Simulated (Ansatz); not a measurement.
Relaxation of Cl$_{2}$FH$_{3}$NOTa (9 atoms, charge 0, multiplicity 1), to a largest force component of 0.02 eV/Å in at most 40 steps.

The calculation used RHF/def2-SVP (Ansatz).

```xyz
9
Properties=species:S:1:pos:R:3:forces:R:3
Ta 0.000 0.000 0.000 -1.15 0.66 -0.70
Cl 2.470 0.000 0.000 -2.21 0.01 0.06
F 0.000 0.000 1.930 -0.31 0.04 -1.73
Cl 0.000 0.000 -2.470 0.02 0.12 1.81
N -1.080 1.871 0.000 1.38 -2.48 0.16
H -1.641 2.158 0.852 1.28 -0.16 -2.14
H -1.049 2.501 -0.852 -0.51 -1.23 2.14
O -1.010 -1.749 0.000 -0.26 3.47 2.58
H -1.656 -1.766 0.776 1.74 -0.43 -2.17
```

Q: Where does it end, and by what steps?

A: It converged. After 18 steps the energy has fallen by 1.627 eV; H9 moved furthest, 0.68 Å.

```json
{"step": "0", "energy less start (eV)": "0.0000", "largest force component (eV/Å)": "3.466", "accepted": "yes"}
{"step": "1", "energy less start (eV)": "-1.3007", "largest force component (eV/Å)": "1.598", "accepted": "yes"}
{"step": "2", "energy less start (eV)": "-1.5072", "largest force component (eV/Å)": "1.196", "accepted": "yes"}
{"step": "3", "energy less start (eV)": "-1.5419", "largest force component (eV/Å)": "0.788", "accepted": "yes"}
{"step": "4", "energy less start (eV)": "-1.5704", "largest force component (eV/Å)": "0.444", "accepted": "yes"}
{"step": "5", "energy less start (eV)": "-1.5882", "largest force component (eV/Å)": "0.165", "accepted": "yes"}
{"step": "6", "energy less start (eV)": "-1.5932", "largest force component (eV/Å)": "0.483", "accepted": "yes"}
{"step": "7", "energy less start (eV)": "-1.5979", "largest force component (eV/Å)": "0.657", "accepted": "yes"}
{"step": "8", "energy less start (eV)": "-1.4494", "largest force component (eV/Å)": "3.197", "accepted": "no"}
{"step": "9", "energy less start (eV)": "-1.6142", "largest force component (eV/Å)": "0.172", "accepted": "yes"}
{"step": "10", "energy less start (eV)": "-1.6158", "largest force component (eV/Å)": "0.123", "accepted": "yes"}
{"step": "11", "energy less start (eV)": "-1.6232", "largest force component (eV/Å)": "0.080", "accepted": "yes"}
{"step": "12", "energy less start (eV)": "-1.5479", "largest force component (eV/Å)": "2.217", "accepted": "no"}
{"step": "13", "energy less start (eV)": "-1.6253", "largest force component (eV/Å)": "0.154", "accepted": "yes"}
{"step": "14", "energy less start (eV)": "-1.6248", "largest force component (eV/Å)": "0.342", "accepted": "no"}
{"step": "15", "energy less start (eV)": "-1.6267", "largest force component (eV/Å)": "0.059", "accepted": "yes"}
{"step": "16", "energy less start (eV)": "-1.6272", "largest force component (eV/Å)": "0.022", "accepted": "yes"}
{"step": "17", "energy less start (eV)": "-1.6273", "largest force component (eV/Å)": "0.027", "accepted": "yes"}
{"step": "18", "energy less start (eV)": "-1.6274", "largest force component (eV/Å)": "0.015", "accepted": "yes"}
```

```xyz
9
Properties=species:S:1:pos:R:3
Ta -0.014 0.055 0.085
Cl 2.326 -0.040 0.082
F -0.015 0.402 1.941
Cl -0.140 0.034 -2.296
N -0.981 1.753 -0.010
H -1.201 2.279 0.817
H -1.309 2.197 -0.847
O -0.952 -1.534 0.263
H -1.679 -2.131 0.201
```

The run took 26 s on 4 threads of Intel(R) Xeon(R) Platinum 8488C (Sapphire Rapids), on a shared host, peak memory 0.32 GiB.
